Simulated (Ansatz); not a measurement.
`[CH3][GeH]([OH])[Cl]` + H₂ → `[CH3][GeH2][Cl]` + H₂O at 700 K and 1 bar (hydrogenolysis of a Ge–O bond).

Gas-phase electronic energies from Ansatz, PBE0-D4/def2-TZVP geometries. CCSD(T)/CBS adds triple-zeta CCSD(T) − MP2 to the extrapolated MP2 energy (def2 sets, frozen cores). This one scheme is used for every species. For Ge outer-core shells are correlated without core-valence functions, which leaves a few kJ/mol of doubt a bond. Scalar relativity is left out up to krypton. Each species was taken in one conformer, which may not be the lowest.

| species | CCSD(T)/CBS energy (Eh) | H − E (kJ/mol) | S (J/(mol·K)) |
| --- | --- | --- | --- |
| `[CH3][GeH]([OH])[Cl]` | -2652.20691 | 228.7 | 451.5 |
| H₂ | -1.17544 | 46.8 | 155.3 |
| `[CH3][GeH2][Cl]` | -2576.99593 | 200.1 | 400.7 |
| H₂O | -76.37941 | 80.5 | 218.4 |

H − E and S are ideal-gas, rigid-rotor, harmonic terms from PBE0-D4/def2-TZVP, for one conformer and one mirror image of each species. The MP2-based limit puts H₂ 0.8 mEh under its directly extrapolated value; such offsets cancel only in part. 1 Eh = 2625.50 kJ/mol, R = 8.31446 J/(mol·K).

Problem. By hand: ΔE, ΔH, ΔS and ΔG.

Solution. ΔE = (-2576.99593) + (-76.37941) − (-2652.20691) − (-1.17544) = 0.00701 Eh = 18.4 kJ/mol. Δ(H − E) = 200.1 + 80.5 − 228.7 − 46.8 = 5.1, so ΔH = 23.5 kJ/mol. ΔS = 400.7 + 218.4 − 451.5 − 155.3 = 12.3 J/(mol·K). ΔG = 23.5 − 700 × (12.3)/1000 = 14.9 kJ/mol.

Problem. By hand: the equilibrium constant, and the temperature at which ΔG would vanish if ΔH and ΔS stayed fixed.

Solution. log₁₀ K = −ΔG/(RT ln 10) = -1.1. ΔG = 0 at ΔH/ΔS = 1911 K, though so small a ΔS makes that figure unsure.

TΔS isn't small against ΔH here. A doubt of 5 kJ/mol in ΔE shifts log₁₀ K by 0.4 here. Other conformers and mirror images would add mixing entropy, several J/(mol·K) or more a flexible species. These are equilibria of isolated gas molecules and say nothing of rates. Largest T1 diagnostic: 0.010 (customary marks: 0.02 for closed shells, 0.045 for open ones).
